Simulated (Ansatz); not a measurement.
The cluster Ga₂H⁻. Charge -1, multiplicity 1. Geometry r2SCAN-D4/def2-TZVPD.

```xyz
3

Ga   -0.085   -0.211    0.208
Ga    0.875    1.886   -0.633
H    -0.791   -1.675    0.424
```

HSE06 is defined as in plane-wave codes, on full-range PBE exchange. The restricted singlet is unstable towards broken spin symmetry at other levels; at PBE-D4/def2-SVPD, HSE06-D4/def2-TZVPD, BHLYP-D4/def2-TZVPD, ωB97M-V/def2-TZVPD this wasn't settled. At PBE-D4/def2-SVPD, r2SCAN-D4/def2-TZVPD, HSE06-D4/def2-TZVPD, BHLYP-D4/def2-TZVPD the highest occupied level of the charge -1 singlet lies above zero (up to 1.66 eV). The electron is either unbound and held by the finite basis, or the level is raised by self-interaction error. At PBE-D4/def2-SVPD, r2SCAN-D4/def2-TZVPD an occupied level of the charge -1 singlet lies above an empty one (by up to 0.32 eV), so this SCF solution is probably not the lowest. At r2SCAN-D4/def2-TZVPD the restricted singlet is unstable: a solution with broken spin symmetry lies lower. The geometry of the singlet was relaxed on an unsound state (an occupied level 0.05 eV above an empty one). At PBE0-D4/def2-TZVPD a triplet of charge -1 lies 0.68 eV below the restricted singlet, each at its own geometry. The structure comes from a short search, and lower isomers may exist.

Question: Estimate the orbital energies around the gap (eV) in Ansatz with PBE-D4/def2-SVPD, r2SCAN-D4/def2-TZVPD, HSE06-D4/def2-TZVPD, BHLYP-D4/def2-TZVPD, ωB97M-V/def2-TZVPD.

Answer: 
```json
{"orbital": "HOMO−9", "PBE-D4/def2-SVPD": "-14.11", "r2SCAN-D4/def2-TZVPD": "-14.62", "HSE06-D4/def2-TZVPD": "-17.08", "BHLYP-D4/def2-TZVPD": "-20.78", "ωB97M-V/def2-TZVPD": "-20.01"}
{"orbital": "HOMO−8", "PBE-D4/def2-SVPD": "-14.10", "r2SCAN-D4/def2-TZVPD": "-14.61", "HSE06-D4/def2-TZVPD": "-17.07", "BHLYP-D4/def2-TZVPD": "-20.77", "ωB97M-V/def2-TZVPD": "-20.00"}
{"orbital": "HOMO−7", "PBE-D4/def2-SVPD": "-14.09", "r2SCAN-D4/def2-TZVPD": "-14.58", "HSE06-D4/def2-TZVPD": "-17.06", "BHLYP-D4/def2-TZVPD": "-20.77", "ωB97M-V/def2-TZVPD": "-20.00"}
{"orbital": "HOMO−6", "PBE-D4/def2-SVPD": "-14.08", "r2SCAN-D4/def2-TZVPD": "-14.58", "HSE06-D4/def2-TZVPD": "-17.01", "BHLYP-D4/def2-TZVPD": "-20.71", "ωB97M-V/def2-TZVPD": "-19.94"}
{"orbital": "HOMO−5", "PBE-D4/def2-SVPD": "-13.89", "r2SCAN-D4/def2-TZVPD": "-14.38", "HSE06-D4/def2-TZVPD": "-16.85", "BHLYP-D4/def2-TZVPD": "-20.56", "ωB97M-V/def2-TZVPD": "-19.79"}
{"orbital": "HOMO−4", "PBE-D4/def2-SVPD": "-13.87", "r2SCAN-D4/def2-TZVPD": "-14.37", "HSE06-D4/def2-TZVPD": "-16.82", "BHLYP-D4/def2-TZVPD": "-20.52", "ωB97M-V/def2-TZVPD": "-19.75"}
{"orbital": "HOMO−3", "PBE-D4/def2-SVPD": "-5.22", "r2SCAN-D4/def2-TZVPD": "-5.65", "HSE06-D4/def2-TZVPD": "-6.24", "BHLYP-D4/def2-TZVPD": "-7.88", "ωB97M-V/def2-TZVPD": "-9.20"}
{"orbital": "HOMO−2", "PBE-D4/def2-SVPD": "-3.39", "r2SCAN-D4/def2-TZVPD": "-3.74", "HSE06-D4/def2-TZVPD": "-4.21", "BHLYP-D4/def2-TZVPD": "-5.65", "ωB97M-V/def2-TZVPD": "-6.92"}
{"orbital": "HOMO−1", "PBE-D4/def2-SVPD": "-0.02", "r2SCAN-D4/def2-TZVPD": "-0.24", "HSE06-D4/def2-TZVPD": "-0.48", "BHLYP-D4/def2-TZVPD": "-1.50", "ωB97M-V/def2-TZVPD": "-2.66"}
{"orbital": "HOMO", "PBE-D4/def2-SVPD": "1.66", "r2SCAN-D4/def2-TZVPD": "1.43", "HSE06-D4/def2-TZVPD": "1.27", "BHLYP-D4/def2-TZVPD": "0.47", "ωB97M-V/def2-TZVPD": "-0.64"}
{"orbital": "LUMO", "PBE-D4/def2-SVPD": "1.35", "r2SCAN-D4/def2-TZVPD": "1.38", "HSE06-D4/def2-TZVPD": "1.62", "BHLYP-D4/def2-TZVPD": "2.81", "ωB97M-V/def2-TZVPD": "3.77"}
{"orbital": "LUMO+1", "PBE-D4/def2-SVPD": "3.09", "r2SCAN-D4/def2-TZVPD": "3.31", "HSE06-D4/def2-TZVPD": "3.27", "BHLYP-D4/def2-TZVPD": "3.99", "ωB97M-V/def2-TZVPD": "4.22"}
{"orbital": "LUMO+2", "PBE-D4/def2-SVPD": "3.46", "r2SCAN-D4/def2-TZVPD": "3.51", "HSE06-D4/def2-TZVPD": "3.43", "BHLYP-D4/def2-TZVPD": "4.19", "ωB97M-V/def2-TZVPD": "4.62"}
{"orbital": "LUMO+3", "PBE-D4/def2-SVPD": "3.46", "r2SCAN-D4/def2-TZVPD": "3.84", "HSE06-D4/def2-TZVPD": "3.46", "BHLYP-D4/def2-TZVPD": "4.38", "ωB97M-V/def2-TZVPD": "4.93"}
{"orbital": "LUMO+4", "PBE-D4/def2-SVPD": "3.55", "r2SCAN-D4/def2-TZVPD": "4.19", "HSE06-D4/def2-TZVPD": "3.70", "BHLYP-D4/def2-TZVPD": "4.45", "ωB97M-V/def2-TZVPD": "4.94"}
{"orbital": "LUMO+5", "PBE-D4/def2-SVPD": "4.89", "r2SCAN-D4/def2-TZVPD": "5.32", "HSE06-D4/def2-TZVPD": "4.82", "BHLYP-D4/def2-TZVPD": "5.50", "ωB97M-V/def2-TZVPD": "5.79"}
```
